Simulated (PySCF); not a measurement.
# Radial density of W (tungsten, neutral)

TPSSh, [Xe] 4f14 5d4 6s1 7s1, high-spin 7D determinant (an excited configuration). Computed with PySCF 2.14 in aug-cc-pVTZ-PP with ECP60MDF (6s6p5d3f2g, 88 functions), with a scalar-relativistic core potential. This is the valence pseudo-density: the core potential removes the inner electrons and smooths the orbitals near the nucleus.

```csv
r (bohr),4πr²ρ (e/bohr),4πr²(ρα − ρβ)
0.241,0.0002756,0.0000
0.405,0.05465,0.0036
0.680,3.647,0.2464
1.14,10.66,1.8820
1.93,3.844,2.3376
3.24,0.8267,0.8055
5.45,0.1128,0.1128
9.16,0.1503,0.1503
15.4,0.008674,0.0087
```

Energies and moments cover only the electrons outside the core potential. Spin-orbit coupling, absent here, splits the open shell strongly. The outer electron is Rydberg-like, and this basis confines it to a smaller radius and binds it less than a complete one would.
